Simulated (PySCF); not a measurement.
PySCF input file for C3H6N2Si, SMILES N1[SiH2]C(=NC=1)C, PBE0/pcSseg-1. Geometry: PBE0-D3(BJ)/def2-SVP. The structure was generated by enumeration, and PubChem lists no compound with its InChIKey, so it may never have been made.

```python
import numpy as np
from pyscf import gto, scf, dft
from pyscf.prop.nmr import rks as nmr

mol = gto.M(
    atom='''
    C     0.06886504   -2.34272554    0.00000001
    C    -0.12457102   -0.87005937   -0.00000000
    N    -1.30024201   -0.34576016   -0.00000000
    C    -1.24503589    1.09012784   -0.00000000
    N    -0.16556172    1.76872188    0.00000000
    Si    1.13745676    0.57687981   -0.00000000
    H     0.65212379   -2.65416404    0.88227739
    H    -0.90007171   -2.86096233   -0.00000000
    H     0.65212379   -2.65416404   -0.88227739
    H    -2.23584093    1.57094561    0.00000000
    H     1.98617385    0.64861890   -1.22279675
    H     1.98617385    0.64861890    1.22279675
    ''',
    basis='pcSseg-1',
    charge=0,
    spin=0,
    max_memory=1600,
    verbose=3,
)
mf = dft.RKS(mol, xc='pbe0')
mf.grids.level = 3
mf.conv_tol = 1e-10
mf.max_cycle = 100
mf.kernel()
n = nmr.NMR(mf)
n.verbose = 2
n.max_cycle_cphf = 60
sigma = n.kernel()
print('atom   isotropic/ppm   span/ppm')
for i, s in enumerate(sigma):
    w = np.linalg.eigvalsh((s + s.T) / 2)
    print(f'{mol.atom_symbol(i):2s}{i + 1:3d} {w.mean():14.3f} {w[2] - w[0]:11.3f}')
```

Output:

```
converged SCF energy = -516.47636717948
atom   isotropic/ppm   span/ppm
C   1        157.210      51.723
C   2        -30.434     295.149
N   3       -173.299     687.612
C   4          4.704     166.508
N   5        -46.557     502.918
Si  6        371.232     213.534
H   7         28.704       7.607
H   8         28.452       9.191
H   9         28.704       7.607
H  10         22.545       6.090
H  11         26.393       7.675
H  12         26.393       7.675
```

The calculation finished and met its thresholds.
